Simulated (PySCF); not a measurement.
Radial density of Cd²⁺ (cadmium, charge +2)

M06-2X, [Kr] 4d9 5s1, 5s spin antiparallel (an excited configuration). Calculation: PySCF 2.14, in aug-cc-pVDZ-PP with ECP28MDF (5s5p4d2f, 54 functions); scalar relativity through the core potential. This is the valence pseudo-density: the core potential removes the inner electrons and smooths the orbitals near the nucleus.

| r (bohr) | 4πr²ρ (e/bohr) | 4πr²(ρα − ρβ) |
| --- | --- | --- |
| 0.0180 | 2.211e-05 | 0.0000 |
| 0.0303 | 5.537e-05 | 0.0000 |
| 0.0509 | 0.0001297 | 0.0000 |
| 0.0856 | 0.0005210 | 0.0000 |
| 0.144 | 0.005823 | 0.0003 |
| 0.242 | 0.09213 | 0.0062 |
| 0.408 | 1.969 | 0.0840 |
| 0.686 | 16.12 | 0.5943 |
| 1.15 | 14.26 | 0.8324 |
| 1.94 | 2.629 | -0.2690 |
| 3.26 | 0.3313 | -0.2522 |
| 5.49 | 0.01185 | -0.0118 |
| 9.23 | 0.0001828 | -0.0002 |
| 15.5 | 1.026e-05 | 0.0000 |

Energies and moments cover only the electrons outside the core potential. With the s spin flipped the determinant is a mixture of two multiplicities, not a spectroscopic state.
